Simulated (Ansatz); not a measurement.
A structure relaxed at r2SCAN-D4/def2-SVPD in Ansatz, charge -1, doublet:

Cartesian coordinates in Å:
```
Pd -1.269 0.213 3.007
Pd -0.359 -0.056 0.607
Pd 0.508 -0.420 -1.920
O 0.128 1.067 2.023
O -0.830 -1.183 -0.847
O 1.823 0.379 -2.870
```

Give its formula and point group.

the cluster Pd3O3⁻. Point group Cs (tolerance 0.1 Å).

Summarise the bond lengths by kind (pairs closer than 1.2 times the sum of covalent radii, bridged metal pairs left out).

5 × O–Pd 1.81 to 1.91 Å.

In the def2 sets Pd takes a core potential; there is no spin–orbit coupling. The charge -1 doublet is spin-contaminated (final ⟨S²⟩ up to 1.58, 0.75 for a pure state). Another isomer (doublet) lies 0.96 eV lower at PBE0-D4/def2-TZVPD; other spin states weren't run for this one.
